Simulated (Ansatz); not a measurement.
`[SiH3]NBS` + H₂S → `SBS` + `N[SiH3]`  (ligand exchange at a B–N bond)

Calculated with Ansatz (gas phase, PBE0-D4/def2-TZVP geometries, no zero-point term in ΔE). CBS: MP2 limit from def2 TZ/QZ plus the TZ coupled-cluster correction, frozen cores. This one scheme is used for every species. DFT in def2-TZVPP. Each species was taken in one conformer, which may not be the lowest.

CCSD(T)/CBS gives +9.3 kcal/mol.

(1) Another level gave +7.7 kcal/mol. Which?
A. CCSD/def2-TZVPP
B. PBE0/def2-TZVPP
C. B2PLYP/def2-TZVPP
D. revPBE/def2-TZVPP

Largest T1 diagnostic among the species: 0.014.

Results:

(1) B. PBE0 7.7, B2PLYP 9.1, CCSD/def2-TZVPP 10.2, revPBE 6.5 kcal/mol.

From BLYP to BHLYP (50 % exact exchange), in def2-TZVPP and without D4, ΔE moves by +1.6 kcal/mol. Leaving LDA and LC-ωPBE aside and taking each functional with its dispersion term where it has one, the values, not all of them listed here, spread over 3.1 kcal/mol, from revPBE-D4 to CAM-B3LYP-D4. LDA lies +1.4 kcal/mol from PBE without D4.
